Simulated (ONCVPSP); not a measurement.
# Co (Z = 27), ONCV: configuration errors across variants

| Item | Value |
| --- | --- |
| Element | Co |
| Generator | ONCVPSP 4.0.1 |
| Type | optimised norm-conserving Vanderbilt (ONCV) |
| Functional | PBE |
| Relativity | scalar-relativistic |
| Frozen core | [Ne] 3s2 |
| Valence charge | 15 |
| Reference configuration | 3p6 3d7 4s2 |
| Partial waves | 4s: rc 2.30 bohr, ncon 4, nbas 7, qcut 2.6 1/bohr, 3 projectors, debl 3.1 Ha; 3p: rc 1.00 bohr, ncon 4, nbas 8, qcut 14.7 1/bohr, 1 projector; 3d: rc 1.40 bohr, ncon 4, nbas 8, qcut 13 1/bohr, 2 projectors, debl 2.9 Ha; f scattering state at 0.09 Ha: rc 1.75 bohr, ncon 4, nbas 8, qcut 6.1 1/bohr, 1 projector |
| Local potential | polynomial inside 0.85 bohr (lpopt 5, dvloc0 0 Ha) |
| Core correction | Teter function fitted to the true core (icmod 2), fcfact 0.35 |

All-electron excitation energies from the reference (eV): (1) 3p6 3d7 4s1 9.031; (2) 3p6 3d7 4s0 25.816; (3) 3p6 3d6 4s0 61.686; (4) 3p6 3d8 4s0 6.471.

2 further variants failed, have other tests or another functional or relativity, and are left out.

Errors AE − PS in meV (a dash: test not solved or not reliable):

```tsv
change	(1)	(2)	(3)	(4)	bound ghosts	GHOST(+) flags above zero
base	-4.2	-20	+68	-54	none	s, f
core correction Teter function fitted to the true core (icmod 2), fcfact 0.2	-4.5	-22	+53	-58	none	s, f
local potential polynomial inside 0.85 bohr (lpopt 5, dvloc0 5.5 Ha)	-4.2	-20	+68	-54	none	s
d: rc 1.18	-4.9	-24	+64	-68	none	s, f
p: rc 1.18	-4.2	-20	+69	-53	none	s, f
local potential polynomial inside 0.95 bohr (lpopt 5, dvloc0 4 Ha)	-4.3	-20	+68	-54	none	s
```

Task: Give the same row for: core correction polynomial model core, fcfact 0.6.

Result: -5.9, -35, +22, -63; bound ghosts: none; GHOST(+) flags above zero: s, f.
